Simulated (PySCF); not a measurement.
## Electron correlation in Lu (lutetium, neutral)

[Xe] 4f14 5d3, high-spin 4F determinant (an excited configuration). Calculation: PySCF 2.14, in cc-pVDZ-X2C; the spin-free X2C one-electron Hamiltonian (Gaussian nucleus). Frozen: [Ar] 3d10; 43 electrons correlated.

MP2 pair energies summed by pair of shells (mhartree):

| pair | energy | share (%) |
| --- | --- | --- |
| 4f-4f | -588.42 | 42.3 |
| 4f-5p | -189.20 | 13.6 |
| 4d-4f | -172.92 | 12.4 |
| 5p-5p | -93.93 | 6.7 |
| 4f-5s | -50.69 | 3.6 |
| 4p-4f | -50.40 | 3.6 |
| 5p-5d | -46.47 | 3.3 |
| 4d-4d | -41.08 | 2.9 |
| 4f-5d | -28.24 | 2.0 |
| 5s-5p | -26.43 | 1.9 |
| 4d-5p | -21.72 | 1.6 |
| 4p-4d | -17.09 | 1.2 |
| 5d-5d | -14.00 | 1.0 |
| 4s-4f | -11.49 | 0.8 |
| 4d-5s | -10.98 | 0.8 |
| 4p-4p | -5.48 | 0.4 |
| 5s-5s | -5.22 | 0.4 |
| 4s-4d | -5.00 | 0.4 |
| 5s-5d | -4.24 | 0.3 |
| 4p-5p | -3.15 | 0.2 |
| 4s-4p | -2.16 | 0.2 |
| 4p-5s | -1.71 | 0.1 |
| 4d-5d | -1.39 | 0.1 |
| 4s-4s | -0.51 | 0.0 |
| 4s-5p | -0.32 | 0.0 |
| 4p-5d | -0.21 | 0.0 |
| 4s-5s | -0.15 | 0.0 |
| 4s-5d | -0.03 | 0.0 |

Total MP2 correlation energy: -1392.6 mhartree.

Same-spin part -564.21 and opposite-spin part -828.39 mhartree; SCS-MP2 scales them by 1/3 and 6/5 to -1182.1 mhartree.

This basis was not built for core-valence correlation, so the inner-shell part is incomplete.
